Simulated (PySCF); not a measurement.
HSZn (SMILES [SH][Zn]), doublet, at a GFN2-xTB geometry (such geometries of metal compounds can be far from the true shape) (the spin is typed, not shown lowest), with bond 3-2 at 1.8 times its length; CASSCF(5,5)/def2-SVP in PySCF.

PySCF was given this input:
```python
from pyscf import gto, scf, mcscf
import numpy

mol = gto.M(
    atom='''
Zn   -0.427563   -0.703365   -0.307085
S     0.705798    1.281730    0.496629
H     2.196777    0.042496    1.882339
''',
    basis='def2-svp',
    charge=0,
    spin=1,
    verbose=4,
)

mf = scf.ROHF(mol)
mf.kernel()
mc = mcscf.CASSCF(mf, 5, 5)
mc.fix_spin_(ss=0.75)
mc.kernel()
occ = numpy.linalg.eigvalsh(mc.fcisolver.make_rdm1(mc.ci, mc.ncas, mc.nelecas))[::-1]
ss = mc.fcisolver.spin_square(mc.ci, mc.ncas, mc.nelecas)[0]
print('natural occupations', occ.round(4), ' <S^2>', round(ss, 4))
```

It wrote (shortened):

```
PySCF version 2.14.0

[INPUT] verbose = 4
[INPUT] num. atoms = 3
[INPUT] num. electrons = 47
[INPUT] charge = 0
[INPUT] spin (= nelec alpha-beta = 2S) = 1
[INPUT] symmetry False subgroup None
[INPUT] Mole.unit = angstrom
[INPUT] Symbol           X                Y                Z      unit          X                Y                Z       unit  Magmom
[...]
nuclear repulsion = 112.920745200629
number of shells = 22
number of NR pGTOs = 116
number of NR cGTOs = 54
basis = def2-svp
ecp = {}

******** <class 'pyscf.scf.rohf.ROHF'> ********
method = ROHF
initial guess = minao
damping factor = 0
level_shift factor = 0
DIIS = <class 'pyscf.scf.diis.CDIIS'>
diis_start_cycle = 1
diis_space = 8
diis_damp = 0
SCF conv_tol = 1e-09
SCF conv_tol_grad = None
SCF max_cycles = 50
direct_scf = True
direct_scf_tol = 1e-13
num. doubly occ = 23  num. singly occ = 1
Set gradient conv threshold to 3.16228e-05
init E= -2174.70440081754
[...]
cycle= 1 E= -2175.31055347444  delta_E= -0.606  |g|= 0.32  |ddm|= 1.24
[...]
cycle= 2 E= -2175.34544795991  delta_E= -0.0349  |g|= 0.314  |ddm|= 0.709
[...]
cycle= 3 E= -2175.39013011919  delta_E= -0.0447  |g|= 0.0484  |ddm|= 0.342
[...]
cycle= 4 E= -2175.39670151342  delta_E= -0.00657  |g|= 0.0302  |ddm|= 0.182
[...]
cycle= 5 E= -2175.39976819103  delta_E= -0.00307  |g|= 0.0199  |ddm|= 0.12
[...]
cycle= 6 E= -2175.401192457  delta_E= -0.00142  |g|= 0.00918  |ddm|= 0.105
[...]
cycle= 7 E= -2175.40142504659  delta_E= -0.000233  |g|= 0.00263  |ddm|= 0.0552
[...]
cycle= 8 E= -2175.40143354439  delta_E= -8.5e-06  |g|= 0.00125  |ddm|= 0.00548
[...]
cycle= 9 E= -2175.4014368891  delta_E= -3.34e-06  |g|= 0.000697  |ddm|= 0.00381
[...]
cycle= 10 E= -2175.40143849129  delta_E= -1.6e-06  |g|= 0.000243  |ddm|= 0.00336
[...]
cycle= 11 E= -2175.40143867561  delta_E= -1.84e-07  |g|= 7.46e-05  |ddm|= 0.00143
[...]
cycle= 12 E= -2175.40143868888  delta_E= -1.33e-08  |g|= 2.25e-05  |ddm|= 0.00037
[...]
cycle= 13 E= -2175.40143868947  delta_E= -5.85e-10  |g|= 4.42e-06  |ddm|= 7.33e-05
[...]
Extra cycle  E= -2175.40143868948  delta_E= -1.55e-11  |g|= 2.16e-06  |ddm|= 8.45e-06
converged SCF energy = -2175.40143868948

******** <class 'pyscf.mcscf.mc1step.CASSCF'> ********
CAS (3e+2e, 5o), ncore = 21, nvir = 28
max_cycle_macro = 50
max_cycle_micro = 4
conv_tol = 1e-07
conv_tol_grad = None
orbital rotation max_stepsize = 0.02
orbital rotation threshold for CI restart = 0.01
augmented hessian ah_max_cycle = 30
augmented hessian ah_conv_tol = 1e-12
augmented hessian ah_linear dependence = 1e-14
augmented hessian ah_level shift = 1e-08
augmented hessian ah_start_tol = 2.5
augmented hessian ah_start_cycle = 3
augmented hessian ah_grad_trust_region = 3
kf_trust_region = 3
kf_interval = 4
ci_response_space = 4
ci_grad_trust_region = 3
with_dep4 0
natorb = False
canonicalization = True
sorting_mo_energy = False
ao2mo_level = 2
internal_rotation = False
******** <class 'pyscf.fci.addons.SpinPenaltyFCISolver'> ********
max. cycles = 50
conv_tol = 1e-08
davidson only = True
linear dependence = 1e-12
level shift = 0.001
max iter space = 12
nroots = 1
pspace_size = 400
spin = None
CASCI E = -2175.45273994374  S^2 = 0.7500000
Set conv_tol_grad to 0.000316228
macro iter   1 ( 21 JK    4 micro), CASSCF E = -2175.46763183572  dE = -1.48918920e-02  S^2 = 0.7500000
               |grad[o]|=0.0792  |grad[c]|=0.0157  |ddm|=0.0724  |maxRot[o]|=0.196
macro iter   2 ( 21 JK    4 micro), CASSCF E = -2175.46786879727  dE = -2.36961547e-04  S^2 = 0.7500000
               |grad[o]|=0.00934  |grad[c]|=0.00141  |ddm|=0.00181  |maxRot[o]|=0.311
macro iter   3 ( 21 JK    4 micro), CASSCF E = -2175.46794282834  dE = -7.40310747e-05  S^2 = 0.7500000
               |grad[o]|=0.00416  |grad[c]|=0.00778  |ddm|=0.00846  |maxRot[o]|=0.136
macro iter   4 ( 21 JK    4 micro), CASSCF E = -2175.46833013634  dE = -3.87307994e-04  S^2 = 0.7500000
               |grad[o]|=0.00301  |grad[c]|=0.0109  |ddm|=0.00661  |maxRot[o]|=0.258
[...]
macro iter  26 ( 20 JK    4 micro), CASSCF E = -2175.47750134522  dE = -6.77600319e-05  S^2 = 0.7500000
               |grad[o]|=0.00299  |grad[c]|=0.00627  |ddm|=0.00174  |maxRot[o]|= 0.02
macro iter  27 ( 12 JK    3 micro), CASSCF E = -2175.47754212723  dE = -4.07820062e-05  S^2 = 0.7500000
               |grad[o]|=0.00301  |grad[c]|=0.000378  |ddm|=0.000928  |maxRot[o]|= 0.01
macro iter  28 ( 20 JK    4 micro), CASSCF E = -2175.47762124184  dE = -7.91146103e-05  S^2 = 0.7500000
               |grad[o]|=0.00298  |grad[c]|=0.00599  |ddm|=0.00183  |maxRot[o]|= 0.02
macro iter  29 ( 20 JK    4 micro), CASSCF E = -2175.47770243277  dE = -8.11909313e-05  S^2 = 0.7500000
               |grad[o]|=0.00295  |grad[c]|=0.00596  |ddm|=0.0019  |maxRot[o]|=0.0212
macro iter  30 ( 20 JK    4 micro), CASSCF E = -2175.47778683072  dE = -8.43979556e-05  S^2 = 0.7500000
               |grad[o]|=0.00297  |grad[c]|=0.00592  |ddm|=0.00208  |maxRot[o]|=0.0241
macro iter  31 ( 20 JK    4 micro), CASSCF E = -2175.47787617921  dE = -8.93484839e-05  S^2 = 0.7500000
               |grad[o]|=0.00305  |grad[c]|=0.00586  |ddm|=0.00249  |maxRot[o]|=0.0285
macro iter  32 ( 19 JK    4 micro), CASSCF E = -2175.47804795456  dE = -1.71775356e-04  S^2 = 0.7500000
               |grad[o]|=0.00322  |grad[c]|=0.00763  |ddm|=0.00266  |maxRot[o]|=0.0455
macro iter  33 ( 16 JK    4 micro), CASSCF E = -2175.47854964716  dE = -5.01692597e-04  S^2 = 0.7500000
               |grad[o]|=0.00346  |grad[c]|=0.00821  |ddm|=0.00414  |maxRot[o]|=0.117
macro iter  34 ( 20 JK    4 micro), CASSCF E = -2175.47889424481  dE = -3.44597653e-04  S^2 = 0.7500000
               |grad[o]|=0.0032  |grad[c]|=0.00821  |ddm|=0.00817  |maxRot[o]|=0.091
macro iter  35 ( 11 JK    3 micro), CASSCF E = -2175.47945091822  dE = -5.56673411e-04  S^2 = 0.7500000
               |grad[o]|=0.00452  |grad[c]|=0.00511  |ddm|=0.00735  |maxRot[o]|=0.0882
macro iter  36 ( 15 JK    4 micro), CASSCF E = -2175.47997831085  dE = -5.27392629e-04  S^2 = 0.7500000
               |grad[o]|=0.00378  |grad[c]|=0.00881  |ddm|=0.0121  |maxRot[o]|=0.117
macro iter  37 ( 20 JK    4 micro), CASSCF E = -2175.47999356913  dE = -1.52582725e-05  S^2 = 0.7500000
               |grad[o]|=0.00323  |grad[c]|=0.00839  |ddm|=0.0119  |maxRot[o]|=0.0243
macro iter  38 ( 21 JK    4 micro), CASSCF E = -2175.47998016531  dE =  1.34038205e-05  S^2 = 0.7500000
               |grad[o]|=0.00324  |grad[c]|=0.00766  |ddm|=0.0103  |maxRot[o]|=0.0119
macro iter  39 ( 20 JK    4 micro), CASSCF E = -2175.48016554688  dE = -1.85381579e-04  S^2 = 0.7500000
               |grad[o]|=0.00279  |grad[c]|=0.00158  |ddm|=0.00302  |maxRot[o]|=0.0541
macro iter  40 ( 14 JK    4 micro), CASSCF E = -2175.48021293565  dE = -4.73887626e-05  S^2 = 0.7500000
               |grad[o]|=0.00168  |grad[c]|=0.00138  |ddm|=0.00535  |maxRot[o]|=0.0252
macro iter  41 ( 12 JK    4 micro), CASSCF E = -2175.48023064379  dE = -1.77081433e-05  S^2 = 0.7500000
               |grad[o]|=0.000976  |grad[c]|=0.000778  |ddm|=0.00327  |maxRot[o]|=0.0194
macro iter  42 (  7 JK    2 micro), CASSCF E = -2175.48023531091  dE = -4.66712027e-06  S^2 = 0.7500000
               |grad[o]|=0.000475  |grad[c]|=0.000202  |ddm|=0.000872  |maxRot[o]|=0.0122
macro iter  43 (  8 JK    2 micro), CASSCF E = -2175.48023567147  dE = -3.60560080e-07  S^2 = 0.7500000
               |grad[o]|=0.000187  |grad[c]|=0.000102  |ddm|=0.000425  |maxRot[o]|=0.0037
macro iter  44 (  3 JK    1 micro), CASSCF E = -2175.48023568409  dE = -1.26156010e-08  S^2 = 0.7500000
               |grad[o]|=3.42e-05  |grad[c]|=6.21e-05  |ddm|=0.000107  |maxRot[o]|=0.000222
1-step CASSCF converged in  44 macro (773 JK 162 micro) steps
CASSCF canonicalization
Density matrix diagonal elements [1.67523837 1.97087017 1.00707773 0.32402219 0.02279154]
CASSCF energy = -2175.48023568409
CASCI E = -2175.48023568409  E(CI) = -4.66019240637570  S^2 = 0.7500000
natural occupations [1.975  1.677  1.0032 0.3233 0.0215]  <S^2> 0.75
```
